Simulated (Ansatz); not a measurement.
Two shapes of singlet Mg₄O₄.

Shape 1:

```xyz
8

Mg   -0.9750   -0.9750   -0.9750
O    -0.9750   -0.9750    0.9750
O    -0.9750    0.9750   -0.9750
Mg   -0.9750    0.9750    0.9750
O     0.9750   -0.9750   -0.9750
Mg    0.9750   -0.9750    0.9750
Mg    0.9750    0.9750   -0.9750
O     0.9750    0.9750    0.9750
```

Shape 2:

```xyz
8

Mg   -0.9380   -0.9890   -1.0056
O    -1.0142   -0.9587    1.0014
O    -0.9688    1.0074   -1.0126
Mg   -0.9443    0.9913    1.0109
O     0.9706   -0.9844   -0.9261
Mg    0.9422   -1.0127    0.9746
Mg    1.0145    0.9652   -1.0040
O     0.9683    0.9649    1.0235
```

Basis set: 6-31G* (spherical functions). Correlated methods keep 8 orbitals frozen. Charge 0, multiplicity 1.

Computed with Ansatz (development build ahead of 0.2.0); each method stands on the lowest determinant of its kind that the runs found.

Task: Which shape is lower in energy, and by how much in each method?

Result:

```csv
method,E(2) − E(1) (eV)
RHF,0.172
RHF-MP2,0.085
```

Shape 1 is lower.
